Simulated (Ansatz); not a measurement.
C$_{7}$H$_{11}$FOTi, SMILES `[CH3][Ti]1234([CH3])([OH])[C@@H]5[C@H]1[C@H]2[C@]3(F)[C@@H]54`, relaxed with RKS PBE0-D4/def2-TZVP in Ansatz 0.2.0 from a GFN2-xTB geometry. The force threshold is 0.005 eV/Å; the program also tests the step.

Total charge 0; spin multiplicity 1.

Start:

```xyz
21

C    -1.590    0.179    1.516
Ti   -0.076    0.496    0.144
C     1.458    0.644    1.522
O    -0.327    2.142   -0.145
C    -0.658   -0.280   -2.097
C     0.728   -0.072   -2.091
C     1.307   -0.915   -1.110
C     0.248   -1.642   -0.549
F     0.371   -2.495    0.516
C    -0.973   -1.256   -1.120
H    -1.569    0.879    2.360
H    -2.574    0.272    1.037
H    -1.504   -0.837    1.926
H     2.373    1.023    1.045
H     1.675   -0.351    1.935
H     1.228    1.308    2.363
H    -0.462    3.019    0.218
H    -1.360    0.154   -2.795
H     1.278    0.550   -2.784
H     2.361   -1.087   -0.936
H    -1.932   -1.730   -0.954
```

Task: By how much does the energy fall, and how many steps does the optimiser take? (An estimate is asked.)

Result: The calculation gave: 64.26 kJ/mol, in 20 steps, 1 of them rejected.

Task: Which bonds change most? (Estimate.)

Result: Ansatz gave: Ti2–C8 from 2.271 to 2.438 Å; Ti2–C6 from 2.442 to 2.328 Å; Ti2–C5 from 2.441 to 2.328 Å; Ti2–O4 from 1.690 to 1.787 Å.

Task: Give the relaxed structure. (Best estimate.)

Result: Computed: 
```xyz
21

C    -1.636    0.056    1.473
Ti   -0.092    0.602    0.177
C     1.537    0.534    1.484
O    -0.353    2.345   -0.117
C    -0.677   -0.195   -1.931
C     0.715    0.016   -1.928
C     1.306   -0.916   -1.042
C     0.260   -1.701   -0.540
F     0.406   -2.678    0.348
C    -0.969   -1.262   -1.048
H    -1.555    0.779    2.294
H    -2.626    0.164    1.020
H    -1.538   -0.955    1.876
H     2.453    0.931    1.038
H     1.739   -0.462    1.886
H     1.239    1.199    2.304
H    -0.461    3.075   -0.721
H    -1.406    0.375   -2.487
H     1.244    0.778   -2.480
H     2.350   -1.017   -0.797
H    -1.937   -1.669   -0.808
```
